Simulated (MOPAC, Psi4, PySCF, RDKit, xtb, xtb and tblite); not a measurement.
Two geometries of SMILES COC(=O)[SiH2]C[SeH] (C3H8O2SeSi), relaxed at GFN2-xTB with one dihedral held; other torsions can differ between them too.

Structure A

```
15

C     -2.1095     1.1019     0.2365
O     -0.9205     0.4068    -0.1293
C     -0.9751    -0.9172    -0.3219
O     -1.9794    -1.5757    -0.2409
Si     0.8088    -1.5175    -0.7011
C      1.5746    -1.6101     1.0461
Se     1.1664     0.0955     1.9579
H     -2.9487     0.4043     0.2545
H     -1.9605     1.5396     1.2238
H     -2.2822     1.8879    -0.4982
H      1.4744    -0.4851    -1.4923
H      0.7868    -2.8436    -1.3132
H      2.6577    -1.7105     1.0152
H      1.1540    -2.4172     1.6448
H      2.1031    -0.1225     3.0523
```

Structure B

```
15

C     -0.3754    -5.2460    -6.2631
O     -0.6413    -4.1029    -5.4531
C     -0.3535    -4.1948    -4.1585
O      0.1011    -5.1963    -3.6496
Si    -0.8374    -2.5992    -3.2043
C     -2.0980    -3.2155    -1.9141
Se    -1.2667    -4.5141    -0.6698
H     -0.7085    -4.9956    -7.2665
H     -0.9190    -6.1115    -5.8793
H      0.6928    -5.4700    -6.2556
H      0.3521    -2.0719    -2.5399
H     -1.4583    -1.6860    -4.1613
H     -2.4560    -2.4069    -1.2775
H     -2.9644    -3.7013    -2.3642
H     -0.5623    -5.2672    -1.6715
```

Problem. Which is lower in energy at the level PBE0-D3(BJ)/def2-SVP // GFN2-xTB (Psi4 1.11), and by how much?

Solution. B is lower, by 12.27 kJ/mol (dihedral O2–C3–Si5–C6: 80° in A, 120° in B).

E(B) − E(A) in kJ/mol at the other levels, on the same two geometries: GFN2-xTB (xtb and tblite) -3.49; PBE0/def2-SVP // GFN2-xTB (Psi4) -13.54; PBE/def2-SVP // GFN2-xTB (Psi4) -13.73; PBE-D3(BJ)/def2-SVP // GFN2-xTB (Psi4) -12.59; UFF // GFN2-xTB (RDKit) -9.03; PM7, restricted, heats of formation // GFN2-xTB (MOPAC) -2.80; PM6, restricted, heats of formation // GFN2-xTB (MOPAC) -18.57; GFN1-xTB // GFN2-xTB (xtb) -8.86; restricted B3LYP/6-31G*, spherical d, density fitting // GFN2-xTB (PySCF) -13.73; restricted Hartree-Fock/LANL2DZ, with its core potentials past Ne // GFN2-xTB (PySCF) -14.64; restricted M06-2X/6-31G*, spherical d, density fitting // GFN2-xTB (PySCF) -10.83; restricted Hartree-Fock/3-21G, density fitting // GFN2-xTB (PySCF) -8.95.
